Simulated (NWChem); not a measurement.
MgSiH₄; SMILES [MgH][SiH3]

```xyz
6

Mg     0.0000     0.0000    -1.4713
H      0.0000     0.0000    -3.1862
Si     0.0000     0.0000     1.1211
H     -0.1411     1.3852     1.7152
H      1.2702    -0.5704     1.7152
H     -1.1291    -0.8148     1.7152
```
Atoms are numbered in this order, from 1.

Computed with NWChem. Pople sets run with spherical d functions. All runs use the structure optimised with PBE-D3(BJ)/def2-SVP. Total energies compare along this basis series because the functional is fixed.

```csv
level,basis functions,energy (Ha),highest occupied level (eV),orbital gap (eV),dipole (D)
Hartree-Fock/STO-3G,22,-484.9879,(withheld),(withheld),(withheld)
Hartree-Fock/3-21G,34,-488.1521,-9.24,10.34,0.96
Hartree-Fock/6-31G*,44,-490.8039,-9.12,10.20,0.73
Hartree-Fock/6-31+G*,52,-490.8052,-9.17,9.71,0.78
Hartree-Fock/6-311G**,76,-490.8440,-9.15,10.06,0.75
Hartree-Fock/6-311++G**,88,-490.8443,-9.16,9.68,0.73
```

Problem. What belongs in the gaps?

Solution. 
- Hartree-Fock/STO-3G, highest occupied level (eV): -5.79
- Hartree-Fock/STO-3G, orbital gap (eV): 15.31
- Hartree-Fock/STO-3G, dipole (D): 2.04
